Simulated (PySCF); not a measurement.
How methods differ on the ionisation energy of Zn⁺

Zn⁺ [Ar] 3d10 4s1 (2S) → Zn²⁺ [Ar] 3d10 (1S), as a difference of total energies. Calculation: PySCF 2.14, in cc-pVDZ-DK (6s5p3d1f, 43 functions); scalar relativity by spin-free X2C-1e. Correlated levels: valence: [Ar] frozen. The calculations carry no spin-orbit coupling.

Question: Order these methods by the ionisation energy they give, lowest first.
A. CCSD(T) (valence)
B. MN15
C. PBE
D. SCS-MP2 (valence)

Answer: D (17.528 eV), A (17.616 eV), B (17.979 eV), C (18.711 eV).

Errors of the correlated levels include the incompleteness of this basis and the frozen core.

For comparison: 17.964 eV (measured; NIST Atomic Spectra Database, ionization energies).
